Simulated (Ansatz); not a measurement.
`N[SiH2]C(F)F` → `[CH]F` + `N[SiH2]F` at 600 K and 1 bar (formal loss of a carbene).

Calculated with Ansatz (gas phase, PBE0-D4/def2-TZVP geometries, no zero-point term in ΔE). CBS: MP2 limit from def2 TZ/QZ plus the TZ coupled-cluster correction, frozen cores. This one scheme is used for every species. One conformer a species, not always the lowest.

```tsv
species	CCSD(T)/CBS energy (Eh)	H − E (kJ/mol)	S (J/(mol·K))
`N[SiH2]C(F)F`	-584.43886	232.9	443.5
`[CH]F`	-138.29972	54.0	249.2
`N[SiH2]F`	-446.07709	163.0	343.3
```

H − E and S are ideal-gas, rigid-rotor, harmonic terms from PBE0-D4/def2-TZVP, for one conformer and one mirror image of each species. 1 Eh = 2625.50 kJ/mol, R = 8.31446 J/(mol·K).

Question: By hand: ΔE, ΔH, ΔS and ΔG.

Answer: ΔE = (-138.29972) + (-446.07709) − (-584.43886) = 0.06205 Eh = 162.9 kJ/mol. Δ(H − E) = 54.0 + 163.0 − 232.9 = -15.9, so ΔH = 147.0 kJ/mol. ΔS = 249.2 + 343.3 − 443.5 = 149.0 J/(mol·K). ΔG = 147.0 − 600 × (149.0)/1000 = 57.6 kJ/mol.

Question: By hand: the equilibrium constant, and the temperature at which ΔG would vanish if ΔH and ΔS stayed fixed.

Answer: log₁₀ K = −ΔG/(RT ln 10) = -5.0. ΔG = 0 at ΔH/ΔS = 987 K.

The number of gas molecules changes by +1, which sets the sign of ΔS. A doubt of 5 kJ/mol in ΔE shifts log₁₀ K by 0.4 here. Other conformers and mirror images would add mixing entropy, several J/(mol·K) or more a flexible species. Modes under 60 cm⁻¹, often nearly free rotors, make the harmonic entropy too high. These are equilibria of isolated gas molecules and say nothing of rates. Largest T1 diagnostic: 0.018 (customary marks: 0.02 for closed shells, 0.045 for open ones).
